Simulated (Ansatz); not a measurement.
Gas-phase electronic energies from Ansatz, PBE0-D4/def2-TZVP geometries. CCSD(T)/CBS is the MP2 limit (def2-TZVPP, def2-QZVPP) plus CCSD(T) − MP2 in def2-TZVPP, frozen cores. This one scheme is used for every species. Functionals use def2-TZVPP. def2 core potentials past Kr. For Sn outer-core shells are correlated without core-valence functions, which leaves a few kJ/mol of doubt a bond. Each species was taken in one conformer, which may not be the lowest.

`[OH][SnH2][CH2][SiH3]` + `O[SiH3]` → `[OH][SnH2][O][SiH3]` + `C[SiH3]`  (ligand exchange at the Sn–C bond)

```
             level  ΔE (kJ/mol)
           ωB97X-V        -60.1
CCSD(T)/def2-TZVPP        -54.1
     HF/def2-QZVPP        -76.3
      HF/CBS(def2)        -76.6
```

Question: What does CCSD(T)/CBS give? (Estimate.)

Answer: Ansatz gave: -55.1 kJ/mol. The listed levels differ from it by -5.0, 1.0, -21.2, -21.5 kJ/mol.

Largest T1 diagnostic among the species: 0.014.

In def2-TZVPP, CCSD(T) changes the Hartree–Fock value by +20.1 kJ/mol (the triples alone add +1.7 kJ/mol) and MP2 by +22.6 kJ/mol. The D4 term adds +3.0 kJ/mol with B3LYP and +1.7 kJ/mol with PBE0; it sums over pairs of atoms, weighted by their polarisabilities, and B3LYP, whose exchange is more repulsive, gets the larger term.

B3LYP here is the variant with VWN-RPA as its local correlation; programs differ in this.
